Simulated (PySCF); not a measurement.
Planning a shielding job on `C=C[C@@H](Cl)[C@@H](F)C(=O)O`.

Method: GIAO PBE0/pcSseg-1 NMR shielding, non-relativistic, gas phase (PySCF 2.14.0, density-fitted response routines). Geometry: GFN2-xTB, NEB image 8 of 0 to 8. Work: shieldings, density fitting. A driver script takes a list of jobs; this job's settings line and coordinates (Å) are shown.

Command:
```bash
OMP_NUM_THREADS=1 python probes_run.py task.json out
```

Input:
```
{"job": {"kind": "nmr", "xc": "PBE0", "basis": "pcSseg-1", "pop": false}, "charge": 0, "multiplicity": 1}
C     -2.512900     0.398700    -0.539500
C     -1.200500     0.520600    -0.463700
C     -0.260300    -0.614000    -0.692500
Cl     0.697800    -0.270600    -2.184700
C      0.697300    -0.834200     0.486700
F      1.087600    -2.145200     0.528800
C      1.940600     0.054500     0.396800
O      3.055300    -0.328500     0.218800
O      1.606900     1.336400     0.569800
H     -3.166400     1.237800    -0.378100
H     -2.985900    -0.542900    -0.764600
H     -0.731700     1.468800    -0.245100
H     -0.796300    -1.547400    -0.882400
H      0.172800    -0.629200     1.430600
H      2.391300     1.903200     0.485800
```

Hardware: one thread, Arm Neoverse V1 (aarch64), on a shared host. PySCF's memory limit was set to 1200 MB.

**Question.** How large is the basis?

**Answer.** 190 functions for 78 electrons, with 1007 fitting functions; the fitted three-index integrals, 1007 × 190 × 191/2 numbers of 8 bytes, come to 140 MiB.

**Question.** What wall time should be expected on this hardware?

**Answer.** About 26 s. The SCF took 14 cycles.

**Question.** How much memory does it need at the peak?

**Answer.** About 0.87 GiB. Peak memory is the resident size of the whole Python process, interpreter and libraries included.

**Question.** At this speed, how long would 1000 such jobs take on 64 cores, one job a core?

**Answer.** 1000/64 gives 16 rounds of 26 s, about 6.9 min of wall time and 7.2 core-hours, if the jobs don't slow each other.

The SCF part of the output:
```
coarse grid: 14032 points
cycle   1  E = -903.6338411699  dE =  1.462e+00  |g| = 1.049e+00  |ddm| = 3.520e+00
cycle   2  E = -903.1158493727  dE =  5.180e-01  |g| = 1.986e+00  |ddm| = 2.214e+00
cycle   3  E = -903.8212113904  dE = -7.054e-01  |g| = 3.193e-01  |ddm| = 1.642e+00
cycle   4  E = -903.8384164321  dE = -1.721e-02  |g| = 1.079e-01  |ddm| = 2.606e-01
cycle   5  E = -903.8403126998  dE = -1.896e-03  |g| = 2.354e-02  |ddm| = 7.318e-02
cycle   6  E = -903.8404333591  dE = -1.207e-04  |g| = 5.206e-03  |ddm| = 2.350e-02
cycle   7  E = -903.8404380455  dE = -4.686e-06  |g| = 2.226e-03  |ddm| = 5.404e-03
final grid: 134040 points
cycle   8  E = -903.9203878106  dE = -3.207e-05  |g| = 1.300e-02  |ddm| = 2.959e-02
cycle   9  E = -903.9203244715  dE =  6.334e-05  |g| = 2.232e-02  |ddm| = 2.597e-02
cycle  10  E = -903.9204194334  dE = -9.496e-05  |g| = 3.041e-03  |ddm| = 1.724e-02
cycle  11  E = -903.9204211611  dE = -1.728e-06  |g| = 6.899e-04  |ddm| = 2.256e-03
cycle  12  E = -903.9204212358  dE = -7.470e-08  |g| = 1.639e-04  |ddm| = 5.414e-04
cycle  13  E = -903.9204212409  dE = -5.113e-09  |g| = 6.016e-05  |ddm| = 1.497e-04
cycle  14  E = -903.9204212417  dE = -7.810e-10  |g| = 1.933e-05  |ddm| = 6.061e-05
converged SCF energy = -903.9204212417
```

On the final grid dE counts from the start density on that grid.

The host was shared with other jobs, so the times are rough.
